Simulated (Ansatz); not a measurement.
`Cl[SiH2]BBr`, relaxed with RKS PBE-D4/def2-SVP in the Gaussian-basis code of Ansatz from a rough embedded geometry. The force threshold is 0.03 eV/Å; the program also tests the step.

The species carries charge 0 and has multiplicity 1.

Start:

```xyz
7

Cl    2.230   -0.271   -1.023
Si    0.322   -0.700   -0.319
B    -0.416    0.902    0.437
Br   -2.231    1.004    1.183
H     0.368   -1.729    0.741
H    -0.508   -1.159   -1.436
H     0.235    1.952    0.418
```

By how much does the energy fall, and how many steps does the optimiser take? (An estimate is asked.)

Ansatz gave: 0.18 eV, in 5 steps.

Which bonds change most? (An estimate is asked.)

Ansatz gave: Si2–B3 from 1.919 to 2.019 Å; B3–Br4 from 1.966 to 1.909 Å; Si2–H6 from 1.465 to 1.506 Å; Si2–H5 from 1.478 to 1.506 Å.

Give the relaxed structure. (Estimate.)

The calculation gave: 
```xyz
7

Cl    2.273   -0.408   -1.065
Si    0.337   -0.690   -0.323
B    -0.416    1.018    0.444
Br   -2.190    0.935    1.145
H     0.386   -1.759    0.737
H    -0.533   -1.188   -1.447
H     0.143    2.092    0.509
```
